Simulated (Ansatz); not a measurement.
[MO2F2] with several metals: vertical IE (eV) at several levels, gas phase, relaxed structures; Ansatz. Core potentials for Nb, Ta in the def2 sets, no spin–orbit coupling. The structures are stationary points that may keep the symmetry of their start. Remarks come from the PBE and PBE0 runs and from stability tests at other levels; not every state was tested.

```
            species               state          geometry  PBE-D4/def2-TZVPD  r2SCAN-D4/def2-TZVPD  PBE0-D4/def2-TZVPD                                                                               remarks
[NbO2F2]- (NbO2F2⁻)  singlet to doublet  PBE-D4/def2-SVPD               4.89                  4.90                5.04                                                                                     –
[TaO2F2]- (TaO2F2⁻)  singlet to doublet  PBE-D4/def2-SVPD               4.71                  4.73                4.87                                                                                     –
  [VO2F2]- (VO2F2⁻)  singlet to doublet  PBE-D4/def2-SVPD               5.10                  5.14                5.27  restricted SCF unstable in HF, spin-contaminated (⟨S²⟩ up to 0.85) (neutral doublet)
```

Over the 3 species that have every level, the mean is 4.90 at PBE-D4/def2-TZVPD, 4.92 at r2SCAN-D4/def2-TZVPD, 5.06 at PBE0-D4/def2-TZVPD.
